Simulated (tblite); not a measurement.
Record of a relaxation.

C2H9B2ClS.
Atom-mapped SMILES: `[BH2:1][CH2:2][S@@+:3]([CH3:4])[BH2-:5][Cl:6]` (hydrogens: H7, H8 on B1; H9, H10 on C2; H11, H12, H13 on C4; H14, H15 on B5)

Computed with GFN2-xTB (tblite), gas phase: L-BFGS steps from a force-field or distance-geometry start until the largest atomic force falls under 0.01 eV/Å. 12 of its 75 geometries are shown.

Step 0: E = -520.6193 eV, largest atomic force 2.961 eV/Å
```
atom  x, y, z in Å  |  force x, y, z in eV/Å
B1      2.378   -0.419   -0.446   -0.190  -1.293   0.936
C2      1.187    0.610   -0.284    1.938  -0.256   1.197
S3     -0.332    0.052   -0.968   -0.673  -0.146  -2.880
C4     -0.902   -1.463   -0.229   -0.523  -0.168   2.115
B5     -1.632    1.312   -0.462   -0.494   0.650   0.475
Cl6    -1.324    1.688    1.311    0.024   0.110   0.265
H7      2.174   -1.417   -1.062    0.255   0.563  -0.133
H8      3.227   -0.526    0.396   -0.277   0.536  -0.701
H9      1.054    0.790    0.799   -0.145   0.361  -0.369
H10     1.463    1.551   -0.779   -0.430  -0.113   0.205
H11    -2.008   -1.482   -0.356    0.879  -0.124  -0.189
H12    -0.728   -1.373    0.873   -0.088  -0.249  -0.712
H13    -0.411   -2.353   -0.608   -0.059   0.165  -0.145
H14    -2.669    0.773   -0.566   -0.274  -0.054  -0.134
H15    -1.481    2.265   -1.147    0.056   0.019   0.069
```

Step 7: E = -521.1377 eV, largest atomic force 0.399 eV/Å
```
atom  x, y, z in Å  |  force x, y, z in eV/Å
B1      2.337   -0.539   -0.341    0.098   0.086  -0.143
C2      1.207    0.543   -0.264    0.249  -0.067   0.179
S3     -0.330    0.030   -1.104   -0.366   0.129  -0.094
C4     -0.887   -1.438   -0.188   -0.066  -0.158   0.072
B5     -1.679    1.359   -0.435    0.067  -0.024  -0.058
Cl6    -1.311    1.683    1.319    0.010  -0.068  -0.019
H7      2.217   -1.411   -1.119    0.128   0.050   0.193
H8      3.276   -0.461    0.360   -0.170   0.010  -0.141
H9      0.983    0.833    0.766   -0.284  -0.080   0.060
H10     1.452    1.499   -0.743    0.135  -0.246  -0.075
H11    -1.958   -1.509   -0.367    0.036   0.032   0.038
H12    -0.704   -1.355    0.881    0.058   0.165  -0.114
H13    -0.412   -2.323   -0.596    0.164   0.000   0.034
H14    -2.707    0.793   -0.576   -0.017   0.089   0.002
H15    -1.488    2.302   -1.120   -0.041   0.080   0.066
```

Step 13: E = -521.2098 eV, largest atomic force 0.174 eV/Å
```
atom  x, y, z in Å  |  force x, y, z in eV/Å
B1      2.333   -0.553   -0.337   -0.033   0.003   0.006
C2      1.174    0.484   -0.240   -0.113  -0.006  -0.132
S3     -0.371    0.039   -1.141    0.045   0.002   0.090
C4     -0.878   -1.431   -0.193   -0.009   0.035   0.009
B5     -1.688    1.378   -0.441    0.005   0.016   0.028
Cl6    -1.301    1.649    1.323   -0.038  -0.061   0.005
H7      2.282   -1.426   -1.106   -0.017  -0.072  -0.008
H8      3.283   -0.419    0.324    0.014   0.069   0.071
H9      0.855    0.813    0.757    0.076  -0.104  -0.075
H10     1.514    1.390   -0.749    0.021   0.050   0.015
H11    -1.948   -1.535   -0.352    0.059  -0.083   0.042
H12    -0.668   -1.277    0.863   -0.046   0.044  -0.101
H13    -0.351   -2.303   -0.573   -0.006   0.083   0.043
H14    -2.734    0.845   -0.582    0.006   0.031  -0.003
H15    -1.506    2.354   -1.081    0.034  -0.007   0.009
```

Step 20: E = -521.2294 eV, largest atomic force 0.115 eV/Å
```
atom  x, y, z in Å  |  force x, y, z in eV/Å
B1      2.330   -0.566   -0.344   -0.032   0.028  -0.041
C2      1.165    0.464   -0.286   -0.082   0.022  -0.007
S3     -0.400    0.051   -1.165    0.090  -0.069   0.018
C4     -0.876   -1.413   -0.196    0.014  -0.012   0.035
B5     -1.690    1.392   -0.431   -0.005  -0.014  -0.024
Cl6    -1.319    1.599    1.341    0.030  -0.033   0.015
H7      2.297   -1.467   -1.082    0.033  -0.085   0.025
H8      3.257   -0.366    0.337    0.004  -0.034  -0.021
H9      0.858    0.748    0.726   -0.002   0.035   0.021
H10     1.527    1.387   -0.749   -0.089   0.030  -0.031
H11    -1.938   -1.589   -0.337    0.020   0.052  -0.069
H12    -0.677   -1.214    0.853   -0.016   0.010   0.014
H13    -0.310   -2.268   -0.548    0.042   0.017   0.034
H14    -2.743    0.880   -0.590   -0.031   0.013  -0.033
H15    -1.483    2.371   -1.057    0.023   0.042   0.063
```

Step 27: E = -521.2453 eV, largest atomic force 0.104 eV/Å
```
atom  x, y, z in Å  |  force x, y, z in eV/Å
B1      2.318   -0.573   -0.366    0.023   0.003   0.036
C2      1.150    0.459   -0.326    0.033   0.013  -0.001
S3     -0.413    0.042   -1.187   -0.011   0.061  -0.066
C4     -0.864   -1.399   -0.187   -0.009  -0.021  -0.015
B5     -1.688    1.395   -0.426    0.022  -0.017  -0.020
Cl6    -1.322    1.519    1.354   -0.004  -0.040   0.062
H7      2.317   -1.534   -1.030   -0.084   0.050   0.012
H8      3.232   -0.340    0.322    0.059  -0.003  -0.033
H9      0.856    0.713    0.699   -0.025   0.034  -0.003
H10     1.475    1.403   -0.768    0.021   0.010  -0.029
H11    -1.910   -1.610   -0.366   -0.076  -0.043  -0.034
H12    -0.706   -1.156    0.857   -0.039   0.017   0.095
H13    -0.250   -2.237   -0.491    0.043  -0.072   0.012
H14    -2.755    0.925   -0.620    0.014   0.002  -0.010
H15    -1.445    2.402   -0.993    0.032   0.005  -0.007
```

Step 34: E = -521.2629 eV, largest atomic force 0.138 eV/Å
```
atom  x, y, z in Å  |  force x, y, z in eV/Å
B1      2.315   -0.554   -0.360    0.000  -0.038  -0.039
C2      1.150    0.485   -0.355    0.062  -0.036   0.055
S3     -0.414    0.029   -1.198   -0.004   0.004  -0.004
C4     -0.867   -1.405   -0.179    0.003   0.010  -0.023
B5     -1.660    1.387   -0.421   -0.015  -0.007   0.046
Cl6    -1.331    1.410    1.389   -0.046   0.020  -0.101
H7      2.241   -1.547   -0.972    0.007   0.009   0.026
H8      3.275   -0.330    0.272   -0.099   0.057  -0.077
H9      0.841    0.734    0.667    0.036   0.086   0.024
H10     1.451    1.431   -0.812    0.020  -0.042   0.029
H11    -1.895   -1.657   -0.423    0.026  -0.043  -0.011
H12    -0.792   -1.122    0.867   -0.037   0.012   0.008
H13    -0.204   -2.232   -0.409   -0.022   0.026  -0.009
H14    -2.738    0.964   -0.658    0.024   0.010   0.021
H15    -1.379    2.416   -0.934    0.045  -0.069   0.054
```

Step 40: E = -521.2733 eV, largest atomic force 0.094 eV/Å
```
atom  x, y, z in Å  |  force x, y, z in eV/Å
B1      2.303   -0.553   -0.369   -0.016  -0.010   0.023
C2      1.147    0.489   -0.361   -0.014   0.015   0.002
S3     -0.414    0.023   -1.204   -0.055  -0.045   0.059
C4     -0.871   -1.405   -0.177   -0.002  -0.010  -0.007
B5     -1.646    1.378   -0.409   -0.009   0.018  -0.006
Cl6    -1.357    1.345    1.394   -0.014   0.030   0.088
H7      2.202   -1.571   -0.929    0.032  -0.019   0.000
H8      3.279   -0.289    0.212    0.025   0.016  -0.022
H9      0.844    0.773    0.655    0.028  -0.021   0.015
H10     1.455    1.424   -0.833    0.021  -0.005  -0.030
H11    -1.873   -1.710   -0.465    0.031   0.018  -0.021
H12    -0.864   -1.088    0.865   -0.008  -0.048  -0.055
H13    -0.169   -2.213   -0.354    0.000   0.038   0.019
H14    -2.729    0.997   -0.677   -0.026  -0.003  -0.025
H15    -1.312    2.410   -0.874    0.006   0.025  -0.040
```

Step 47: E = -521.2776 eV, largest atomic force 0.056 eV/Å
```
atom  x, y, z in Å  |  force x, y, z in eV/Å
B1      2.298   -0.557   -0.368    0.021   0.024  -0.025
C2      1.145    0.488   -0.364   -0.020   0.003  -0.005
S3     -0.425    0.023   -1.190    0.010  -0.003  -0.010
C4     -0.875   -1.411   -0.176   -0.001   0.014   0.004
B5     -1.647    1.386   -0.395    0.021  -0.012  -0.025
Cl6    -1.382    1.329    1.417   -0.015   0.033  -0.016
H7      2.198   -1.590   -0.900    0.001  -0.034   0.004
H8      3.290   -0.262    0.166    0.052   0.002   0.022
H9      0.857    0.785    0.653    0.008  -0.006  -0.001
H10     1.458    1.411   -0.857   -0.003  -0.007   0.008
H11    -1.857   -1.738   -0.504    0.005  -0.034  -0.002
H12    -0.911   -1.091    0.862   -0.030  -0.023   0.022
H13    -0.142   -2.196   -0.321   -0.003  -0.011  -0.019
H14    -2.729    1.022   -0.695   -0.024   0.017   0.029
H15    -1.282    2.410   -0.856   -0.021   0.036   0.014
```

Step 54: E = -521.2801 eV, largest atomic force 0.035 eV/Å
```
atom  x, y, z in Å  |  force x, y, z in eV/Å
B1      2.309   -0.556   -0.374   -0.017   0.002   0.011
C2      1.148    0.483   -0.366   -0.015   0.006  -0.005
S3     -0.431    0.022   -1.184    0.025   0.020   0.013
C4     -0.879   -1.416   -0.175   -0.014  -0.023   0.009
B5     -1.649    1.397   -0.393   -0.004   0.004   0.002
Cl6    -1.397    1.339    1.419    0.022   0.006  -0.011
H7      2.204   -1.603   -0.879    0.010   0.001   0.002
H8      3.308   -0.249    0.146    0.001   0.001  -0.013
H9      0.868    0.783    0.651    0.003  -0.010  -0.005
H10     1.456    1.404   -0.865   -0.003   0.006   0.012
H11    -1.846   -1.764   -0.524   -0.015  -0.011  -0.011
H12    -0.946   -1.107    0.865   -0.001   0.009  -0.012
H13    -0.131   -2.189   -0.312    0.007  -0.003   0.007
H14    -2.736    1.042   -0.691    0.004   0.000   0.004
H15    -1.281    2.424   -0.847   -0.004  -0.009  -0.003
```

Step 61: E = -521.2808 eV, largest atomic force 0.031 eV/Å
```
atom  x, y, z in Å  |  force x, y, z in eV/Å
B1      2.309   -0.555   -0.372    0.011   0.000  -0.018
C2      1.148    0.483   -0.364   -0.011  -0.012   0.001
S3     -0.431    0.021   -1.182    0.012   0.017  -0.002
C4     -0.885   -1.422   -0.178    0.005   0.000   0.009
B5     -1.649    1.399   -0.393   -0.001   0.003  -0.005
Cl6    -1.383    1.351    1.416    0.007  -0.001   0.010
H7      2.209   -1.604   -0.873   -0.014  -0.001   0.005
H8      3.313   -0.246    0.136    0.000   0.014   0.004
H9      0.870    0.778    0.656   -0.012  -0.009  -0.001
H10     1.454    1.409   -0.856   -0.013  -0.014   0.006
H11    -1.848   -1.775   -0.533    0.025   0.019   0.000
H12    -0.957   -1.109    0.861   -0.013  -0.007  -0.014
H13    -0.131   -2.191   -0.308   -0.010   0.013   0.006
H14    -2.737    1.043   -0.684    0.011  -0.007   0.011
H15    -1.287    2.426   -0.853    0.005  -0.014  -0.013
```

Step 67: E = -521.2820 eV, largest atomic force 0.045 eV/Å
```
atom  x, y, z in Å  |  force x, y, z in eV/Å
B1      2.313   -0.550   -0.379    0.000  -0.004   0.019
C2      1.144    0.478   -0.362    0.017   0.005   0.000
S3     -0.432    0.020   -1.181   -0.029  -0.028  -0.020
C4     -0.891   -1.425   -0.183    0.004   0.018  -0.014
B5     -1.641    1.403   -0.390    0.008  -0.011   0.000
Cl6    -1.354    1.361    1.419   -0.016   0.012  -0.013
H7      2.204   -1.614   -0.846    0.004   0.005  -0.002
H8      3.323   -0.221    0.104   -0.001  -0.004  -0.013
H9      0.866    0.759    0.662   -0.008  -0.014   0.009
H10     1.438    1.414   -0.842    0.011   0.013  -0.005
H11    -1.835   -1.798   -0.568   -0.014   0.009  -0.011
H12    -1.005   -1.108    0.851   -0.003   0.003   0.025
H13    -0.122   -2.182   -0.281    0.014   0.006   0.001
H14    -2.733    1.049   -0.668    0.004  -0.014   0.016
H15    -1.280    2.423   -0.864    0.006   0.005   0.009
```

Step 74: E = -521.2824 eV, largest atomic force 0.010 eV/Å
```
atom  x, y, z in Å  |  force x, y, z in eV/Å
B1      2.313   -0.550   -0.379    0.000  -0.001  -0.001
C2      1.143    0.477   -0.362    0.009  -0.004   0.001
S3     -0.433    0.019   -1.184    0.007   0.001   0.003
C4     -0.894   -1.424   -0.184    0.002   0.007  -0.004
B5     -1.638    1.402   -0.390    0.000  -0.004  -0.002
Cl6    -1.346    1.369    1.417   -0.003   0.001   0.008
H7      2.205   -1.616   -0.841    0.001   0.004   0.002
H8      3.326   -0.215    0.095   -0.001  -0.004  -0.006
H9      0.861    0.746    0.664    0.001   0.000  -0.005
H10     1.436    1.417   -0.835   -0.001  -0.001   0.006
H11    -1.833   -1.799   -0.577   -0.003  -0.002   0.001
H12    -1.015   -1.106    0.849   -0.002   0.005   0.003
H13    -0.119   -2.177   -0.276    0.000  -0.001   0.000
H14    -2.730    1.044   -0.658   -0.006  -0.006  -0.005
H15    -1.280    2.421   -0.867   -0.003   0.005  -0.001
```

**Question.** Summarise the path.

**Answer.** The energy falls by 15.29 kcal/mol from step 0 to step 74; nine tenths of that is first reached at step 16. It falls at every step. The largest force goes from 2.961 to 0.010 eV/Å. Among the bonds S3–B5 changes most, from 1.879 to 1.999 Å; the atoms move by 0.305 Å rms after alignment.

**Question.** Follow the three bonds and two angles with the largest change from start to end.

**Answer.** 
```csv
step,E above end (kcal/mol),largest force (eV/Å),S3–B5 (Å),C2–S3 (Å),S3–C4 (Å),C2–S3–C4 (°),C2–S3–B5 (°)
0,15.29,2.961,1.879,1.757,1.780,112.7,106.3
3,5.35,0.550,1.961,1.871,1.840,106.7,103.3
6,3.70,0.350,2.014,1.840,1.822,105.0,102.7
10,2.13,0.402,1.972,1.834,1.818,101.5,103.9
13,1.67,0.174,2.004,1.843,1.822,100.0,102.6
16,1.50,0.221,2.016,1.828,1.817,99.9,102.4
19,1.26,0.115,2.003,1.838,1.817,98.8,102.8
23,1.04,0.162,2.000,1.839,1.822,98.3,102.7
26,0.90,0.115,2.008,1.831,1.812,97.9,102.3
29,0.77,0.108,2.009,1.835,1.813,97.3,101.8
32,0.56,0.205,2.002,1.835,1.820,98.1,101.1
35,0.40,0.120,2.003,1.836,1.814,98.8,100.3
39,0.23,0.105,2.002,1.836,1.816,98.8,99.7
42,0.18,0.077,1.989,1.833,1.816,98.9,99.8
45,0.13,0.056,1.994,1.836,1.812,99.1,99.8
48,0.10,0.051,1.996,1.833,1.814,99.3,100.0
51,0.07,0.038,1.997,1.834,1.814,99.4,100.2
55,0.05,0.023,2.000,1.836,1.814,99.5,100.1
58,0.04,0.033,2.000,1.835,1.816,99.7,100.1
61,0.04,0.031,2.001,1.838,1.815,99.7,100.1
64,0.02,0.054,2.001,1.839,1.815,99.7,99.8
68,0.01,0.053,1.999,1.834,1.816,99.8,99.8
71,0.00,0.010,1.999,1.836,1.815,99.7,99.6
74,0.00,0.010,1.999,1.836,1.815,99.8,99.6
```

The cost below is that of the whole relaxation. On one thread, Arm Neoverse N1 (aarch64), on a shared host, this took 0.75 s of wall time.
